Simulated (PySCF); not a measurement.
# Sn: excitation energy

Sn [Kr] 4d10 5s2 5p2 (3P) → Sn [Kr] 4d10 5s1 5p2 6s1 (5P), as a difference of total energies. Calculation: PySCF 2.14, in aug-cc-pwCVDZ-PP with ECP28MDF; scalar relativity through the core potential. Correlated levels: valence: 4s2 4p6 4d10 frozen. The calculations carry no spin-orbit coupling.

```tsv
method	excitation energy (cm⁻¹)
UHF	66847
MP2 (valence)	72614
SCS-MP2 (valence)	74735
CCSD (valence)	74425
CCSD(T) (valence)	74599
```

The upper state lies above the first ionisation limit, but in LS coupling its spin forbids autoionisation to the ground ion; at this Z spin-orbit coupling breaks that rule. A Rydberg-like electron needs more diffuse functions than a valence basis has.

The promoted electron is Rydberg-like, and one or two diffuse shells describe it only roughly, which tends to raise the upper state.
